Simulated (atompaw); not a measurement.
## What the settings do to the PAW (atompaw) potential of tantalum (Ta)

Base potential:

| Quantity | Value |
| --- | --- |
| Element | Ta |
| Generator | atompaw 4.2.0.5 |
| Type | PAW |
| Functional | PBE |
| Relativity | scalar-relativistic |
| Frozen core | [Xe] 4f14 |
| Valence charge | 5 |
| Reference configuration | 5d3 6s1.75 6p0.25 |
| Partial waves | 6s (bound): rc 3.00 bohr; 6s channel at 4.25 Ry: rc 3.00 bohr; 6p (bound): rc 3.00 bohr; 6p channel at 2.25 Ry: rc 3.00 bohr; 5d (bound): rc 1.90 bohr; 5d channel at 2.55 Ry: rc 3.00 bohr |
| Local potential | ultrasoft scheme with l = 3 at 0.5 Ry, radius 2.80 bohr |
| Core correction | smooth core density matched at 2.65 bohr |
| Augmentation charge | gaussian compensation charge, radius 2.15 bohr; PAW radius 3.00 bohr; waves and projectors: custom rrkj vanderbiltortho |

Cutoffs, loose and tight: the cutoffs (Ry, on a coarse ladder) from which the occupation-weighted sum of valence levels, in a spherical-Bessel basis at the reference potential, stays within 10 and 1 mRy of its value at 400 Ry. They see the waves, projectors and local potential, not the compensation charge or the core. A dash means not determined.

A true bound ghost makes a file unfit for plane-wave use even where its test errors are small: the radial tests pick states by their node count and pass the ghost by.

| change | outcome | cutoff, loose | cutoff, tight | bound ghosts |
| --- | --- | --- | --- | --- |
| base | generated, no UPF (negative core plus compensation charge) | 25 Ry | 35 Ry | none |
| augmentation gaussian compensation charge, radius 2.15 bohr; PAW radius 3.00 bohr; waves and projectors: custom polynom vanderbiltortho | generated | 21 Ry | 35 Ry | s, p |
| wave 5d channel at 2.55 Ry: rc 3.00 bohr becomes 5d channel at 3.59 Ry: rc 3.00 bohr | generated, no UPF (negative core plus compensation charge) | 25 Ry | 35 Ry | none |
| core [Xe], valence charge 19; reference 4f14 5d2 6s0 6p0; waves now 6s (bound): rc 2.55 bohr; 6s channel at -1.35 Ry: rc 2.55 bohr; 6p (bound): rc 2.35 bohr; 6p channel at -1.1 Ry: rc 2.55 bohr; 5d (bound): rc 1.80 bohr; 5d channel at -0.7 Ry: rc 2.55 bohr; 4f (bound): rc 0.75 bohr; 4f channel at -2.85 Ry: rc 0.75 bohr; local potential ultrasoft scheme with l = 4 at 0.5 Ry, radius 2.25 bohr; core correction smooth core density matched at 1.70 bohr; augmentation gaussian compensation charge, radius 2.55 bohr; PAW radius 2.55 bohr; waves and projectors: custom rrkj vanderbiltortho | failed: atompaw: The overlap operator has at least one negative eigenvalue! | – | – | – |
| functional LDA (PW92) | generated, no UPF (negative core plus compensation charge) | 25 Ry | 30 Ry | none |
| augmentation gaussian compensation charge, radius 1.62 bohr; PAW radius 3.00 bohr; waves and projectors: custom rrkj vanderbiltortho | generated, no UPF (negative core plus compensation charge) | 25 Ry | 35 Ry | none |
| all radii scaled by about 1.13 (s 3.40, p 3.40, d 2.16 bohr); local potential ultrasoft scheme with l = 3 at 0.5 Ry, radius 3.18 bohr; augmentation gaussian compensation charge, radius 2.44 bohr; PAW radius 3.40 bohr; waves and projectors: custom rrkj vanderbiltortho; core correction smooth core density matched at 3.00 bohr | generated, no UPF (negative core plus compensation charge) | 18 Ry | 25 Ry | none |
| core correction smooth core density matched at 1.56 bohr | generated | 25 Ry | 35 Ry | none |
| wave 6p (bound): rc 3.00 bohr becomes 6p (bound): rc 2.46 bohr | generated, no UPF (negative core plus compensation charge) | 25 Ry | 35 Ry | none |
| wave 6s (bound): rc 3.00 bohr becomes 6s (bound): rc 2.38 bohr | failed: atompaw: The overlap operator has at least one negative eigenvalue! | – | – | – |
| local potential troulliermartins scheme with l = 3 at 0.5 Ry, radius 2.80 bohr | failed: atompaw: The overlap operator has at least one negative eigenvalue! | – | – | – |

(1) What comes out with this change to the base: augmentation gaussian compensation charge, radius 2.15 bohr; PAW radius 3.00 bohr; waves and projectors: custom polynom2 7 10 vanderbiltortho?

Answers

(1) outcome: generated; cutoff, loose: 18 Ry; cutoff, tight: 25 Ry; bound ghosts: none.
